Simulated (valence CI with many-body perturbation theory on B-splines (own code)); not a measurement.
Forbidden lines of Re⁴¹⁺

Calculated by configuration interaction combined with many-body perturbation theory (CI+MBPT): six valence electrons over a frozen Dirac-Fock core [Ar] 3d10, radial functions for each j: 9 s, 9 p, 8 d, 6 f, 3 g, 1 h, with the one-electron correlation potential Σ1, the two-electron term Σ2, the three-electron term Σ3, Breit, model QED; selected CI, second order for the rest, scaled by the run's own slope (own B-spline code, finite nucleus).

No measured spectrum was set against this ion. As an estimate, large intervals hold to a few tenths of a per cent, small ones and those within an open d or f shell to about a per cent. Among the levels kept, up to 640 cm⁻¹ of a level comes from second order outside the variational space, and about a tenth of that is noise between levels of different J, which matters for small intervals.

Lines 1 to 28 of 28 in falling wavelength, among levels below 312.75 eV, chosen from the decays that carry over 1 % of a level's rate. Wavelengths and rates use the calculated energies. Electric multipoles are in the length gauge with retardation, E1 and E2 with the static RPA response of the core. M1 uses the relativistic operator with retardation. Weak lines are less certain than strong ones. Lines between different terms over intervals too small for the method are left out, as are lines whose strength nearly cancels.

Levels are named by their leading jj configuration (3d3/2^4 stands for four electrons in 3d with j = 3/2), which in mixed levels can hold well under half, so a name can repeat and another be missing. Letters in brackets count levels of one name in rising energy.

```
λ vac (nm)                               Upper                               Lower  Type   A (s⁻¹)  Branch %
     137.9          (4s^2 4p1/2^2 4p3/2^2) J=0          (4s^2 4p1/2^2 4p3/2^2) J=2    E2  5.78e+00     100.0
     64.32      (4s^2 4p1/2^2 4p3/2 4d5/2) J=4      (4s^2 4p1/2^2 4p3/2 4d3/2) J=3    M1  4.61e+04      85.6
     58.34      (4s^2 4p1/2 4p3/2^2 4d5/2) J=5      (4s^2 4p1/2 4p3/2^2 4d3/2) J=4    M1  5.52e+04       3.0
     51.78  (4s^2 4p1/2 4p3/2^2 4d5/2) J=4 [b]  (4s^2 4p1/2 4p3/2^2 4d3/2) J=3 [a]    M1  4.14e+04       2.2
     18.80      (4s^2 4p1/2 4p3/2^2 4d3/2) J=4      (4s^2 4p1/2^2 4p3/2 4d5/2) J=3    M1  3.84e+04       2.2
     15.56      (4s^2 4p1/2 4p3/2^2 4d3/2) J=4      (4s^2 4p1/2^2 4p3/2 4d5/2) J=4    M1  1.99e+04       1.2
     15.55  (4s^2 4p1/2 4p3/2^2 4d5/2) J=4 [a]      (4s^2 4p1/2^2 4p3/2 4d5/2) J=3    M1  2.16e+06      26.6
     14.50  (4s^2 4p1/2 4p3/2^2 4d5/2) J=4 [b]      (4s^2 4p1/2^2 4p3/2 4d5/2) J=3    M1  6.21e+05      33.0
     14.22      (4s^2 4p1/2 4p3/2^2 4d5/2) J=5      (4s^2 4p1/2^2 4p3/2 4d5/2) J=3    E2  5.12e+04       2.8
     13.77            (4s^2 4p1/2 4p3/2^3) J=1          (4s^2 4p1/2^2 4p3/2^2) J=0    M1  2.52e+06      23.9
     13.27  (4s^2 4p1/2 4p3/2^2 4d5/2) J=4 [a]      (4s^2 4p1/2^2 4p3/2 4d5/2) J=4    M1  5.73e+06      70.5
     13.10            (4s^2 4p1/2 4p3/2^3) J=2          (4s^2 4p1/2^2 4p3/2^2) J=0    E2  6.78e+04       1.3
     12.53      (4s^2 4p1/2 4p3/2^2 4d3/2) J=4      (4s^2 4p1/2^2 4p3/2 4d3/2) J=3    M1  1.37e+06      79.6
     12.53      (4s^2 4p1/2 4p3/2^2 4d3/2) J=4      (4s^2 4p1/2^2 4p3/2 4d3/2) J=3    E2  1.94e+05      11.3
     12.52            (4s^2 4p1/2 4p3/2^3) J=1          (4s^2 4p1/2^2 4p3/2^2) J=2    M1  7.82e+06      74.0
     12.52            (4s^2 4p1/2 4p3/2^3) J=1          (4s^2 4p1/2^2 4p3/2^2) J=2    E2  2.21e+05       2.1
     12.51  (4s^2 4p1/2 4p3/2^2 4d5/2) J=4 [b]      (4s^2 4p1/2^2 4p3/2 4d5/2) J=2    E2  1.07e+05       5.7
     12.50  (4s^2 4p1/2 4p3/2^2 4d5/2) J=4 [b]      (4s^2 4p1/2^2 4p3/2 4d5/2) J=4    M1  9.10e+05      48.4
     12.50  (4s^2 4p1/2 4p3/2^2 4d5/2) J=4 [b]      (4s^2 4p1/2^2 4p3/2 4d5/2) J=4    E2  1.34e+05       7.1
     12.28      (4s^2 4p1/2 4p3/2^2 4d5/2) J=5      (4s^2 4p1/2^2 4p3/2 4d5/2) J=4    M1  1.51e+06      82.9
     12.28      (4s^2 4p1/2 4p3/2^2 4d5/2) J=5      (4s^2 4p1/2^2 4p3/2 4d5/2) J=4    E2  1.93e+05      10.6
     12.08                  (4s^2 4p3/2^4) J=0            (4s^2 4p1/2 4p3/2^3) J=2    E2  1.08e+06       4.5
     12.05      (4s^2 4p1/2 4p3/2^2 4d3/2) J=4      (4s^2 4p1/2^2 4p3/2 4d3/2) J=2    E2  9.38e+04       5.5
     11.97            (4s^2 4p1/2 4p3/2^3) J=2          (4s^2 4p1/2^2 4p3/2^2) J=2    M1  4.90e+06      92.0
     11.97            (4s^2 4p1/2 4p3/2^3) J=2          (4s^2 4p1/2^2 4p3/2^2) J=2    E2  3.55e+05       6.7
     11.56                  (4s^2 4p3/2^4) J=0            (4s^2 4p1/2 4p3/2^3) J=1    M1  2.14e+07      89.0
     11.00  (4s^2 4p1/2 4p3/2^2 4d5/2) J=4 [a]      (4s^2 4p1/2^2 4p3/2 4d3/2) J=3    M1  1.44e+05       1.8
     6.886      (4s^2 4p1/2^2 4p3/2 4d5/2) J=4          (4s^2 4p1/2^2 4p3/2^2) J=2    M2  7.69e+03      14.3
```
